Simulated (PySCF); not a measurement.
## Electronic structure of Se²⁺ (selenium, charge +2) at the PBE0 level

Configuration: [Ar] 3d10 4s2 4p2, high-spin 3P determinant. Calculation: PySCF 2.14, in x2c-QZVPPall (11s8p5d4f1g, 97 functions); scalar relativity by spin-free X2C-1e.

```
Total energy                                                  : -2428.474 hartree
One-electron energy                                           : -3351.468 hartree
Hartree (Coulomb) energy                                      : 1010.690 hartree
Exchange-correlation energy                                   : -87.697 hartree
⟨S²⟩                                                          : 2.0025
⟨L²⟩                                                          : 2.008
Sum of ⟨r⟩                                                    : 19.80 bohr
Sum of ⟨r²⟩                                                   : 23.88 bohr²
Traceless quadrupole moment −½Σ⟨3z² − r²⟩ along its main axis : 1.72 e·bohr²
Langevin diamagnetic susceptibility                           : -18.9 ×10⁻⁶ cm³/mol
```

| shell | electrons | mean orbital energy (eV) | spread (eV) | rms radius, mean of both spins (bohr) |
| --- | --- | --- | --- | --- |
| 1s α | 1 | -12575.7 | 0 | 0.0508 |
| 1s β | 1 | -12575.5 | 0 | 0.0508 |
| 2s α | 1 | -1651.5 | 0 | 0.212 |
| 2s β | 1 | -1651.4 | 0 | 0.212 |
| 2p α | 3 | -1454.3 | 0.085 | 0.189 |
| 2p β | 3 | -1454.1 | 0.248 | 0.189 |
| 3s α | 1 | -245.79 | 0 | 0.615 |
| 3s β | 1 | -245.55 | 0 | 0.615 |
| 3p α | 3 | -183.49 | 0.362 | 0.638 |
| 3p β | 3 | -183.18 | 0.692 | 0.638 |
| 3d α | 5 | -80.520 | 0.455 | 0.700 |
| 3d β | 5 | -80.235 | 0.703 | 0.700 |
| 4s α | 1 | -40.493 | 0 | 1.81 |
| 4s β | 1 | -37.557 | 0 | 1.81 |
| 4p α | 2 | -27.771 | 0 | 2.11 |

Densities and radii are taken from the X2C orbitals without a picture-change correction, which distorts them close to the nucleus.
